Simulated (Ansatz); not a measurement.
`O[Si]([SiH3])(Cl)Br` + H₂ → `O[SiH](Cl)Br` + SiH₄  (hydrogenolysis of the Si–Si bond)

Computed with Ansatz on PBE0-D4/def2-TZVP structures; ΔE is electronic, products minus reactants. CCSD(T)/CBS is the MP2 limit (def2-TZVPP, def2-QZVPP) plus CCSD(T) − MP2 in def2-TZVPP, frozen cores. This one scheme is used for every species. DFT in def2-TZVPP. HSE06 is defined as in plane-wave codes. For Br outer-core shells are correlated without core-valence functions, which leaves a few kJ/mol of doubt a bond. Scalar relativity is left out up to krypton. Each species was taken in one conformer, which may not be the lowest.

```tsv
level	ΔE (kJ/mol)
revPBE-D4	-1.0
r2SCAN0-D4	-18.3
r2SCANh	-18.3
HSE06	-18.5
```

(1) What does CCSD(T)/CBS give? (Best estimate.)

Largest T1 diagnostic among the species: 0.011.

Results:

(1) The calculation gave: -19.1 kJ/mol. The listed levels differ from it by 18.1, 0.8, 0.8, 0.6 kJ/mol.

In def2-TZVPP, CCSD(T) changes the Hartree–Fock value by +29.3 kJ/mol (the triples alone add +5.7 kJ/mol) and MP2 by +31.1 kJ/mol. From r2SCAN to r2SCAN0 (25 % exact exchange), in def2-TZVPP and without D4, ΔE moves by −4.9 kJ/mol. The D4 term adds +13.9 kJ/mol with B3LYP and +7.8 kJ/mol with PBE0; it sums over pairs of atoms, weighted by their polarisabilities, and B3LYP, whose exchange is more repulsive, gets the larger term.

B3LYP here is the variant with VWN-RPA as its local correlation; programs differ in this.
